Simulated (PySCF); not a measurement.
Work out the structure from these simulated measurements.

Formula: C7H13B.

| Property | Result |
| --- | --- |
| Triplet | lowest triplet excitation (Tamm–Dancoff): 4.35 eV [TDA wB97X-D/def2-SVPD] |
| NMR, other nuclei | isotropic shieldings of nuclei other than C and H, by class: 13 (1 B) ppm [GIAO KT2/pcSseg-1] |
| Valence photoelectron | vertical ionisation energy: 8.73 eV [ΔSCF wB97X-D/def2-SVPD] |
| Dipole | 0.90 D [wB97X-D/def2-SVPD] |
| Polarisability | 95.9 au [wB97X-D/def2-SVPD] |
| 1H NMR | chemical shifts (computed TMS as zero) by class: 7.67 (1 H), 4.86 (1 H), 4.80 (1 H), 2.27 (1 H), 2.17 (1 H), 1.95 (1 H), 1.74 (3 H), 1.62 (1 H), 1.55 (1 H), 1.41 (1 H), 0.63 (1 H) ppm [GIAO KT2/pcSseg-1] |
| Rotational structure | rotational constants A, B, C: 3.976, 1.258, 1.236 GHz [PBE0-D3(BJ)/def2-SVP] |
| UV, first state | lowest singlet excitation: 5.28 eV (235 nm, f = 0.003) [TDDFT wB97X-D/def2-SVPD] |
| 13C NMR | chemical shifts (computed TMS as zero) by class: 147.1 (1 C), 107.4 (1 C), 65.9 (1 C), 37.1 (1 C), 35.0 (1 C), 29.8 (1 C), 26.2 (1 C) ppm [GIAO KT2/pcSseg-1] |

Electronic properties: PySCF, gas phase, density fitting. Levels stand in brackets. One conformer (not necessarily the lowest) at the PBE0-D3(BJ)/def2-SVP geometry, without solvent, vibrations or thermal averaging. Each NMR value is the plain mean over a class of atoms that symmetry, rotation or inversion makes alike.

Q: What is the compound? Reason from the data.

A: Numbering: `[CH2:1]=[C:2]([CH3:3])[C@@H:4]1[BH:5][CH2:6][CH2:7][CH2:8]1`. 7 carbons fall into 7 classes; from least to most shielded: fully substituted alkene carbon [C2] (147.1 ppm), terminal =CH2 carbon [C1] (107.4 ppm), ring sp3 carbon bound to boron [C4] (65.9 ppm), ring sp3 carbon bound to boron [C6] (37.1 ppm), ring CH2 carbon [C8] (35.0 ppm), ring CH2 carbon [C7] (29.8 ppm), allylic carbon [C3] (26.2 ppm). Hydrogen classes from least to most shielded: 1 H on a three-coordinate boron, B5 (7.67 ppm), 1 H on a terminal =CH2 carbon, C1 (4.86 ppm), 1 H on a terminal =CH2 carbon, C1 (4.80 ppm), 1 H on an sp3 carbon bound to boron, C6 (2.27 ppm), 1 H on a ring CH2 carbon, C7 (2.17 ppm), 1 H on a ring CH2 carbon, C8 (1.95 ppm), 3 H on an allylic carbon, C3 (1.74 ppm, a mean of values up to 0.8 ppm apart in this geometry), 1 H on a ring CH2 carbon, C8 (1.62 ppm), 1 H on an sp3 carbon bound to boron, C4 (1.55 ppm), 1 H on a ring CH2 carbon, C7 (1.41 ppm), 1 H on an sp3 carbon bound to boron, C6 (0.63 ppm). The other shieldings belong to: 13 ppm, three-coordinate boron [B5]. The first electron is taken from the HOMO, whose largest Löwdin shares are 0.36 on the terminal =CH2 carbon, 0.28 on the fully substituted alkene carbon, 0.08 on an sp3 carbon bound to boron and 0.06 on the three-coordinate boron. The optimised geometry has point group C1 and is an asymmetric top. Structure: `C=C(C)[C@@H]1BCCC1`. Computed isomers that give other values at the same levels: `C=C[C@H]1BCCCC1` (rotational constant A: 4.162 GHz; this holds for the one conformer computed); `BC[C@H]1CCC(=C)C1` (rotational constant A: 4.172 GHz; this holds for the one conformer computed); `C=C[C@H]1CBCCC1` (smallest rotational constant: 1.127 GHz; this holds for the one conformer computed). The assignments are read from this structure; whether some other isomer fits the data as well wasn't checked. The mirror image fits equally.
